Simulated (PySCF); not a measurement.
**Complete the spectrum of C2H8Si3**

C₂H₈Si₃.
InChI=1S/C2H8Si3/c1-2-4-5-3/h1H,4-5H2,3H3

Method: PySCF 2.14.0, density-fitted response routines, TDDFT PBE0/def2-SVPD, vertical, gas phase, core orbitals frozen in the response. The structure is a single GFN2-xTB conformer in the gas phase; no vibrational or solvent corrections. Torsions of this conformer, `[CH:1]#[C:2][SiH2:3][SiH2:4][SiH3:5]`: C2–Si3–Si4–Si5 58°.

Orbital energies (eV): HOMO-3 -9.25, HOMO-2 -8.69, HOMO-1 -8.26, HOMO -7.95, LUMO -0.61, LUMO+1 -0.26, LUMO+2 -0.06.

Lowest singlets, with some entries withheld (?).

| state | ν̃ (cm⁻¹) | f | main configurations (H = HOMO, L = LUMO) |
| --- | --- | --- | --- |
| S1 | ? | ? | ? |
| S2 | 50260 | 0.0062 | H→L+1 (34%), H-1→L (26%), H-1→L+1 (15%) |
| S3 | 50530 | 0.020 | H-1→L+1 (46%), H-1→L+2 (18%), H→L+1 (13%) |
| S4 | 52910 | 0.075 | H→L+2 (45%), H→L (31%) |
| S5 | 54490 | 0.027 | H-1→L (61%), H→L+1 (10%), H-1→L+2 (10%) |
| S6 | ? | ? | ? |

(1) Fill in the withheld entries.

(2) Where do the lowest triplets lie (Tamm–Dancoff)?

(3) What is the mean static polarisability from the same response equations?

(4) How far apart are S1 and S2, in eV and cm⁻¹?

## Answers

(1) 
- S1: ν̃ = 48380 cm⁻¹; f = 0.013; H→L (45%), H→L+2 (17%), H-1→L+1 (12%)
- S6: ν̃ = 55350 cm⁻¹; f = 0.020; H→L+3 (43%), H→L+2 (11%), H-2→L+1 (8%)

(2) T1 4.94 eV, H→L+1 (33%), H-1→L+2 (13%), H-1→L (10%); T2 5.38 eV, H→L (34%), H-1→L+1 (18%), H→L+2 (10%). E(S1) − E(T1) = +1.06 eV.

(3) 110.2 au (16.33 Å³), with principal values 89.5, 114.2 and 127.1 au.

(4) 6.232 − 5.998 = 0.234 eV, or about 1880 cm⁻¹.
